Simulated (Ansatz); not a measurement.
AsGeH₆Sb (`[GeH3][AsH][SbH2]`). The species carries charge 0 and has multiplicity 1. Sb: def2 effective core potential. All single points use the PBE0-D4/def2-TZVP geometry.

```xyz
9

Ge    0.031    0.623    1.543
As   -1.343    0.274   -0.423
Sb    0.098   -1.776   -1.263
H    -0.342   -0.452    2.577
H    -0.274    2.013    2.126
H     1.538    0.521    1.241
H    -0.573    1.308   -1.232
H    -0.576   -1.681   -2.831
H     1.440   -0.830   -1.738
```

Task: What is the dipole moment at PBE/def2-TZVPP? (An estimate is asked.)

Result: Computed: 0.33 D, with components (0.31, -0.13, 0.04) D in this frame, pointing from negative to positive charge.

Task: And with r2SCAN, B3LYP, ωB97M-V? (An estimate is asked.)

Result: Ansatz gave: r2SCAN 0.43 D, B3LYP 0.35 D, ωB97M-V 0.39 D.

Task: Give the Mulliken charges with PBE, r2SCAN, B3LYP in def2-TZVPP. (Best estimate.)

Result: Computed: 
| atom | PBE | r2SCAN | B3LYP |
| --- | --- | --- | --- |
| Ge1 | 0.10 | 0.13 | 0.10 |
| As2 | -0.18 | -0.20 | -0.17 |
| Sb3 | 0.22 | 0.24 | 0.26 |
| H4 | 0.00 | -0.01 | 0.00 |
| H5 | 0.00 | -0.01 | 0.00 |
| H6 | 0.00 | -0.01 | -0.01 |
| H7 | 0.02 | 0.02 | 0.01 |
| H8 | -0.07 | -0.09 | -0.09 |
| H9 | -0.07 | -0.08 | -0.09 |

B3LYP here is the variant with VWN-RPA as its local correlation; programs differ in this.
